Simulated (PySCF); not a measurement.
Method: PySCF with PBE-D3(BJ)/def2-TZVP // PBE0-D3(BJ)/def2-TZVP. Gas-phase values, no solvent. 

Reference species (SMILES): `[Si](Cl)C#N` (lower singlet) (neutral, multiplicity 1).

```
Item           Result
-------------  ------
dipole moment  2.65 D
```

Changed species: `[N+]([Si]Cl)#[C-]` (lower singlet) (X = isocyano, multiplicity 1; the reference has X = cyano, multiplicity 1).

Problem. Predict the effect on the dipole moment.

Solution. the dipole moment drops by 0.37 D, to 2.28 D.
